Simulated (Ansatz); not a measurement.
Frontier orbitals of H$_{5}$N$_{2}$NbO$_{2}$, SMILES `[NH]=[Nb]([NH2])([OH])[OH]`.

Total charge 0; spin multiplicity 1. Correlated methods include outer-core shells of Nb, which these sets cover unevenly. Nb takes the def2 core potential. The geometry is a stationary point of PBE0-D4/def2-TZVP. It is one conformer, not always the lowest. Basis def2-TZVPP, the Gaussian-basis code of Ansatz.

Orbital energies of one run (eV). Highest occupied ones, from the top: -7.00, -7.39, -7.46, -8.50, -8.86, -9.54, -9.65, -10.58, -11.64, -13.01, -13.30, -13.43, -20.71, -22.47. Empty: -0.68, -0.38, -0.32, 0.16, 0.28, 0.37.

Problem. Which functional gave them?
A. B97M-V
B. BLYP
C. LC-ωPBE
D. HSE06 (plane-wave form)

Solution. D. HOMO energies: HSE06 -7.00, BLYP -5.86, LC-ωPBE -10.25, B97M-V -6.33 eV.

LC-ωPBE has ω = 0.4 bohr⁻¹.
